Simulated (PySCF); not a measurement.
## Radial density of Ni (nickel, neutral)

PBE, [Ar] 3d8 4s2, high-spin 3F determinant. All numbers are calculated (PySCF 2.14, the spin-free X2C one-electron Hamiltonian (Gaussian nucleus), in x2c-SVPall).

```json
{"r (bohr)": "0.000831", "4πr²ρ (e/bohr)": "0.1727", "4πr²(ρα − ρβ)": "0.0000"}
{"r (bohr)": "0.00140", "4πr²ρ (e/bohr)": "0.4701", "4πr²(ρα − ρβ)": "0.0000"}
{"r (bohr)": "0.00235", "4πr²ρ (e/bohr)": "1.213", "4πr²(ρα − ρβ)": "0.0000"}
{"r (bohr)": "0.00395", "4πr²ρ (e/bohr)": "2.903", "4πr²(ρα − ρβ)": "0.0001"}
{"r (bohr)": "0.00665", "4πr²ρ (e/bohr)": "6.668", "4πr²(ρα − ρβ)": "0.0001"}
{"r (bohr)": "0.0112", "4πr²ρ (e/bohr)": "13.91", "4πr²(ρα − ρβ)": "0.0003"}
{"r (bohr)": "0.0188", "4πr²ρ (e/bohr)": "24.69", "4πr²(ρα − ρβ)": "0.0005"}
{"r (bohr)": "0.0316", "4πr²ρ (e/bohr)": "33.37", "4πr²(ρα − ρβ)": "0.0006"}
{"r (bohr)": "0.0532", "4πr²ρ (e/bohr)": "31.08", "4πr²(ρα − ρβ)": "0.0011"}
{"r (bohr)": "0.0895", "4πr²ρ (e/bohr)": "27.03", "4πr²(ρα − ρβ)": "0.0104"}
{"r (bohr)": "0.151", "4πr²ρ (e/bohr)": "37.51", "4πr²(ρα − ρβ)": "0.1002"}
{"r (bohr)": "0.253", "4πr²ρ (e/bohr)": "28.38", "4πr²(ρα − ρβ)": "0.5282"}
{"r (bohr)": "0.426", "4πr²ρ (e/bohr)": "16.02", "4πr²(ρα − ρβ)": "1.5797"}
{"r (bohr)": "0.717", "4πr²ρ (e/bohr)": "19.67", "4πr²(ρα − ρβ)": "2.0223"}
{"r (bohr)": "1.21", "4πr²ρ (e/bohr)": "7.142", "4πr²(ρα − ρβ)": "1.0077"}
{"r (bohr)": "2.03", "4πr²ρ (e/bohr)": "1.696", "4πr²(ρα − ρβ)": "0.1880"}
{"r (bohr)": "3.41", "4πr²ρ (e/bohr)": "0.5961", "4πr²(ρα − ρβ)": "0.0053"}
{"r (bohr)": "5.74", "4πr²ρ (e/bohr)": "0.04338", "4πr²(ρα − ρβ)": "-0.0048"}
{"r (bohr)": "9.65", "4πr²ρ (e/bohr)": "0.0002833", "4πr²(ρα − ρβ)": "-0.0001"}
```

Densities and radii are taken from the X2C orbitals without a picture-change correction, which distorts them close to the nucleus.

Task: Where is the radial spin density 4πr²(ρα − ρβ) most negative, and why is it negative at all?

Result: Around r = 5.74 bohr, down to -0.0048 e/bohr: exchange with the open shell polarises the paired shells in an unrestricted calculation.
